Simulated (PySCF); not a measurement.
From one molecule to another.

First species: C7H9P.
SMILES: `C=Cc1ccp(C)c1`

Second species: C2H8FPSi2.
Numbering: `[F:1][Si@@H:2]([PH2:3])/[CH:4]=[CH:5]/[SiH3:6]` (hydrogens: H7 on Si2; H8, H9 on P3; H10 on C4; H11 on C5; H12, H13, H14 on Si6)

Geometry (GFN2-xTB, Å), atoms numbered from 1 in this order:
```xyz
14
C2H8FPSi2 angstrom
F      2.1564   -0.6495   -2.3068
Si     1.7667   -0.6554   -0.7368
P      3.0550    0.8985    0.2465
C     -0.0819   -0.3020   -0.6719
C     -0.8204   -0.2559    0.4359
Si    -2.6630    0.1331    0.5012
H      2.1434   -1.9889   -0.2807
H      2.2202    1.9657   -0.0489
H      2.4836    0.7219    1.4961
H     -0.5640   -0.0947   -1.6212
H     -0.3320   -0.4630    1.3829
H     -3.3794   -1.0662    0.9421
H     -3.1132    0.5417   -0.8290
H     -2.8721    1.2143    1.4684
```

Levels: B3LYP/def2-SVPD for dipole moment, HOMO energy, LUMO energy, HOMO–LUMO gap, static isotropic polarisability and electronic spatial extent ⟨r²⟩ about the centre of nuclear charge; TDDFT B3LYP/def2-SVPD for lowest singlet excitation; TDA B3LYP/def2-SVPD for lowest triplet excitation (Tamm–Dancoff); GFN2-xTB for rotational constant A and rotational constant C. Geometries: GFN2-xTB. All species are isolated and taken at one optimised geometry, non-relativistic unless stated; the electronic structure was computed with PySCF and density fitting.

Dipoles, sizes and rotational constants follow the conformer. The torsions of the flexible species, by atom-mapped SMILES:
- `[CH2:1]=[CH:2][c:3]1[cH:4][cH:5][p:6]([CH3:7])[cH:8]1`: C1–C2–C3–C4 -5°
- `[F:1][Si@@H:2]([PH2:3])/[CH:4]=[CH:5]/[SiH3:6]`: F1–Si2–C4–C5 178°, H–P3–Si2–F1 85°, H–P3–Si2–F1 177°

```tsv
property	column X	column Y
dipole moment	1.07 D	2.13 D
HOMO energy	-6.17 eV	-7.25 eV
LUMO energy	-1.61 eV	-1.43 eV
HOMO–LUMO gap	4.56 eV	5.82 eV
lowest singlet excitation	4.20 eV	5.11 eV
lowest triplet excitation (Tamm–Dancoff)	2.70 eV	3.99 eV
static isotropic polarisability	113.9 au	107.7 au
electronic spatial extent ⟨r²⟩ about the centre of nuclear charge	1283 bohr²	1752 bohr²
rotational constant A	4.489 GHz	3.112 GHz
rotational constant C	0.946 GHz	0.618 GHz
```

Task: Which column belongs to which species?

Result: Column X is the first species and column Y the second. The first has 17 atoms and 66 electrons, the second 14 and 72.

Task: How does each property change from the first species to the second?

Result: dipole moment +1.06 D; HOMO energy -1.08 eV; LUMO energy +0.18 eV; HOMO–LUMO gap +1.26 eV; lowest singlet excitation +0.91 eV; lowest triplet excitation (Tamm–Dancoff) +1.29 eV; static isotropic polarisability -6.2 au; electronic spatial extent ⟨r²⟩ about the centre of nuclear charge +469 bohr²; rotational constant A -1.377 GHz; rotational constant C -0.328 GHz.

On the first: S1 lies 0.36 eV below the HOMO–LUMO gap; its leading configuration is HOMO→LUMO, weight 0.90. The 8 singlets span 4.20 to 6.40 eV, and their oscillator strengths add up to 0.90.

On the second: The vertical singlet–triplet gap S1 − T1 is 1.12 eV (TDDFT singlet less Tamm–Dancoff triplet; S1: HOMO→LUMO, weight 0.88; T1: HOMO→LUMO, weight 0.54, beside HOMO−1→LUMO, weight 0.33). The principal polarisabilities are 86.1, 97.9 and 139.1 au; their mean is the isotropic value.
